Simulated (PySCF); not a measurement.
Computed shifts of a molecule C3HBrClF, PBE0/pcSseg-1 (PySCF), GIAO, gas phase, equivalent atoms averaged, in ppm (number of nuclei): ¹⁹F: -85.1 (1). ¹³C: 205.6 (1), 153.1 (1), 114.5 (1). ¹H: 7.25 (1). References: ¹⁹F against CFCl3 (σ = 167.2 ppm); ¹³C against TMS (σ = 186.3 ppm); ³⁵Cl against HCl (σ = 945.9 ppm); ¹H against TMS (σ = 31.56 ppm), references at their B3LYP-D3(BJ)/def2-TZVP geometries, non-relativistic (without spin–orbit terms, shifts of atoms bonded to Cl or Br come out too high). Geometry: r2SCAN-D4/def2-SVP. One conformer was computed; it need not be the lowest.

**Question.** Identify the compound among the candidates.
(A) FC=C=C(Cl)Br
(B) FC(Cl)=C=CBr
(C) FC(Br)=C=CCl

**Answer.** B, FC(Cl)=C=CBr
